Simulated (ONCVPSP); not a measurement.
Pd: ONCV pseudisation with PBEsol, scalar-relativistic reference atom.

Input for ONCVPSP 4.0.1:

```
# ATOM AND REFERENCE CONFIGURATION
# atsym  z   nc   nv     iexc    psfile
  Pd 46.00    6    3  -116133      upf
#
#   n    l    f
    1    0    2.00
    2    0    2.00
    2    1    6.00
    3    0    2.00
    3    1    6.00
    3    2   10.00
    4    0    2.00
    4    1    6.00
    4    2   10.00
#
# PSEUDOPOTENTIAL AND OPTIMIZATION
# lmax
    2
#
#   l,   rc,      ep,       ncon, nbas, qcut
    0    0.90    0.00    3    7    7.70
    1    1.70    0.00    4    8    9.00
    2    1.45    0.00    3    6    7.10
#
# LOCAL POTENTIAL
# lloc, lpopt,  rc(5),   dvloc0
    4    3    0.85    0.00
#
# VANDERBILT-KLEINMAN-BYLANDER PROJECTORs
# l, nproj, debl
    0    2    3.90
    1    1    0.80
    2    2    3.80
#
# MODEL CORE CHARGE
# icmod, fcfact, rcfact
    3    3.25    1.45
#
# LOG DERIVATIVE ANALYSIS
# epsh1, epsh2, depsh
   -5.00    5.00    0.04
#
# OUTPUT GRID
# rlmax, drl
    6.00    0.01
#
# TEST CONFIGURATIONS
# ncnf
    4
# nvcnf
#   n    l    f
    3
    4    0    2.00
    4    1    6.00
    4    2    9.00
#
    3
    4    0    2.00
    4    1    6.00
    4    2    8.00
#
    3
    4    0    2.00
    4    1    6.00
    4    2    7.00
#
    3
    4    0    2.00
    4    1    6.00
    4    2    9.50
#
```

Command:

```bash
oncvpsp.x < Pd.dat > Pd.out
```

Output (shortened: citation, most of the input echo, consistency checks and plot data are left out):

```
ONCVPSP  (Optimized Norm-Conservinng Vanderbilt PSeudopotential)
scalar-relativistic version 4.0.1

#   n    l    f        energy (Ha)
    1    0    2.00    -8.8759055E+02
    2    0    2.00    -1.2959549E+02
    2    1    6.00    -1.1621035E+02
    3    0    2.00    -2.3353063E+01
    3    1    6.00    -1.8954168E+01
    3    2   10.00    -1.1961861E+01
    4    0    2.00    -3.1328104E+00
    4    1    6.00    -1.8794005E+00
    4    2   10.00    -1.4885561E-01

Reference configufation results
  iterations    34
  all-electron total energy (Ha)   -5.04343219D+03

Begin loop to  construct optimized pseudo wave functions
and semi-local pseudopoentials for all angular momenta

   Wellstate for l =  0  n =  6
     eigenvalue =   0.7672
     asymptotic potential =   1.2672
     half-point radius =  4.7061

Calculating optimized projector #   1

 for l=   0

    Fraction of norm inside rc  0.474134
    Optimizing pswf for qcut=   7.68 a_B^-1,  ecut=  29.50 Ha
    Residual kinetic energy error=  6.78D-03 Ha

    Energy error per electron        Cutoff
         Ha          eV             Ha
         0.01000     0.27211       27.96
         0.00100     0.02721       92.92
         0.00010     0.00272      177.45

Calculating optimized projector #   2

 for l=   0

    Fraction of norm inside rc  0.025230
    Optimizing pswf for qcut=   7.68 a_B^-1,  ecut=  29.50 Ha
    Residual kinetic energy error=  1.11D-03 Ha

    Energy error per electron        Cutoff
         Ha          eV             Ha
         0.01000     0.27211       21.16
         0.00100     0.02721       30.21
         0.00010     0.00272      135.98
         0.00001     0.00027      299.86

Calculating optimized projector #   1

 for l=   1

    Fraction of norm inside rc  0.941103
    Optimizing pswf for qcut=   9.01 a_B^-1,  ecut=  40.56 Ha
    Residual kinetic energy error=  1.45D-08 Ha

    Energy error per electron        Cutoff
         Ha          eV             Ha
         0.01000     0.27211       14.17
         0.00100     0.02721       18.19
         0.00010     0.00272       21.25
         0.00001     0.00027       23.81

   Wellstate for l =  2  n =  6
     eigenvalue =   3.6511
     asymptotic potential =   4.1511
     half-point radius =  2.8821

Calculating optimized projector #   1

 for l=   2

    Fraction of norm inside rc  0.529813
    Optimizing pswf for qcut=   7.10 a_B^-1,  ecut=  25.17 Ha
    Residual kinetic energy error=  8.11D-04 Ha

    Energy error per electron        Cutoff
         Ha          eV             Ha
         0.01000     0.27211       19.62
         0.00100     0.02721       24.66
         0.00010     0.00272       60.19

Calculating optimized projector #   2

 for l=   2

    Fraction of norm inside rc  0.095425
    Optimizing pswf for qcut=   7.10 a_B^-1,  ecut=  25.17 Ha
    Residual kinetic energy error=  3.63D-03 Ha

    Energy error per electron        Cutoff
         Ha          eV             Ha
         0.01000     0.27211       22.59
         0.00100     0.02721       29.28
         0.00010     0.00272       70.46
         0.00001     0.00027       86.10

Construct Vanderbilt / Kleinmman-Bylander projectors

B matrix Hermiticity error, ll=   0
   1   2   -4.7665E-04

  Orthonormal projector coefficients  2.1873E+01  3.2523E+00

B matrix Hermiticity error, ll=   2
   1   2   -4.2896E-04

  Orthonormal projector coefficients -1.1078E+01  5.4349E+00

Model core correction analysis
  based on d2Exc/dn_idn_j

d2excae - all-electron derivatives

   -3.298720D-02   -2.942664D-02   -1.672738D-02
   -2.942682D-02   -2.743873D-02   -1.741443D-02
   -1.672764D-02   -1.741456D-02   -1.708007D-02

d2excps - pseudofunction derivatives with no core correction

   -3.835708D-02   -3.387787D-02   -1.868637D-02
   -3.387813D-02   -3.135504D-02   -1.859206D-02
   -1.868674D-02   -1.859221D-02   -1.796528D-02

rms 2nd derivative error    3.249510E-03

rmatch, rhocmatch    0.6323   22.9014

Teter function model core charge with specified parameters

d2excps - pseudofunction derivatives with core correction

   -3.243604D-02   -2.857209D-02   -1.693200D-02
   -2.857229D-02   -2.624153D-02   -1.712022D-02
   -1.693220D-02   -1.712029D-02   -1.746973D-02

rms 2nd derivative error    6.330042E-04

Pseudoatom total energy -128.176740

Diagnostic tests using Vanderbilt-Kleinman-Bylander pseudopotentials
  1 or more projectors used as specified by nproj input data

   l    rcore       rmatch      e in        delta e   norm test  slope test

   0   0.9052899   0.9327764  -3.1328104   0.0000653   1.0001860   1.0004838
   0   0.9052899   0.9327764   0.7671896   0.0006463   1.0006705   1.0006705

   1   1.7067645   1.7585856  -1.8794005  -0.0000006   0.9999986   0.9999972

   2   1.4522057   1.4962978  -0.1488556  -0.0000687   1.0000403   0.9998284
   2   1.4522057   1.4962978   3.6511444   0.0000047   1.0003632   1.0003632

 Testing for bound ghosts
   n   l    E NL Schr. Eq   E Basis Diag.   E Cutoff

   1   0       -3.132745       -3.130231    228.24

   2   1       -1.879401       -1.879394     76.99

   3   2       -0.148924       -0.138518     87.11

 Testing for highly-localized positive-energy ghosts
       l    <radius>/rc     E Basis Diag.   E Cutoff

       0        0.403537        8.492926    228.24  WARNING - GHOST(+)

Test configuration 0

   n   l     f        eae           eps        diff
   1   0  2.0000 -887.59054673
   2   0  2.0000 -129.59548749
   2   1  6.0000 -116.21034988
   3   0  2.0000  -23.35306270
   3   1  6.0000  -18.95416847
   3   2 10.0000  -11.96186137
   4   0  2.0000   -3.13281044   -3.13274516    6.53D-05
   4   1  6.0000   -1.87940045   -1.87940103   -5.82D-07
   4   2 10.0000   -0.14885561   -0.14892434   -6.87D-05

    Total energies and differences
      AE_ref= -5.04343219D+03  AE_tst= -5.04343219D+03  dif=  0.00D+00
      PS_ref= -1.28176740D+02  PS_tst= -1.28176740D+02  dif=  9.09D-13
      PSP excitation error= -9.09D-13

Test configuration 1

   n   l     f        eae           eps        diff
   1   0  2.0000 -888.00707260
   2   0  2.0000 -130.01410424
   2   1  6.0000 -116.62875534
   3   0  2.0000  -23.77212804
   3   1  6.0000  -19.37323492
   3   2 10.0000  -12.38100870
   4   0  2.0000   -3.54989003   -3.54960573    2.84D-04
   4   1  6.0000   -2.29351927   -2.29330997    2.09D-04
   4   2  9.0000   -0.53720942   -0.53733607   -1.27D-04

    Total energies and differences
      AE_ref= -5.04343219D+03  AE_tst= -5.04309701D+03  dif=  3.35D-01
      PS_ref= -1.28176740D+02  PS_tst= -1.27841463D+02  dif=  3.35D-01
      PSP excitation error= -1.01D-04

Test configuration 2

   n   l     f        eae           eps        diff
   1   0  2.0000 -888.52351616
   2   0  2.0000 -130.53469542
   2   1  6.0000 -117.14904247
   3   0  2.0000  -24.29043766
   3   1  6.0000  -19.89154434
   3   2 10.0000  -12.89981102
   4   0  2.0000   -4.05659057   -4.05559088    1.00D-03
   4   1  6.0000   -2.79408141   -2.79345976    6.22D-04
   4   2  8.0000   -1.00399186   -1.00395208    3.98D-05

    Total energies and differences
      AE_ref= -5.04343219D+03  AE_tst= -5.04233197D+03  dif=  1.10D+00
      PS_ref= -1.28176740D+02  PS_tst= -1.27076289D+02  dif=  1.10D+00
      PSP excitation error= -2.28D-04

Test configuration 3

psatom: WARNING lschvkbb convergence error n,l,iter=   3   2   3
ea(ii),et,emin,emax -1.489243E-01 -1.638168E-01 -1.638168E-01 -1.638168E-01
run_config: WARNING for fully non-local PS atom, stg. 1
 WARNING no output for configuration 4

Test configuration 4

   n   l     f        eae           eps        diff
   1   0  2.0000 -887.78432009
   2   0  2.0000 -129.79004149
   2   1  6.0000 -116.40481366
   3   0  2.0000  -23.54809633
   3   1  6.0000  -19.14920277
   3   2 10.0000  -12.15689317
   4   0  2.0000   -3.32784958   -3.32771821    1.31D-04
   4   1  6.0000   -2.07336208   -2.07327294    8.91D-05
   4   2  9.5000   -0.33127414   -0.33138063   -1.06D-04

    Total energies and differences
      AE_ref= -5.04343219D+03  AE_tst= -5.04331326D+03  dif=  1.19D-01
      PS_ref= -1.28176740D+02  PS_tst= -1.28057771D+02  dif=  1.19D-01
      PSP excitation error= -3.79D-05
```

The run took about 2.4 s on one core of a shared server CPU.
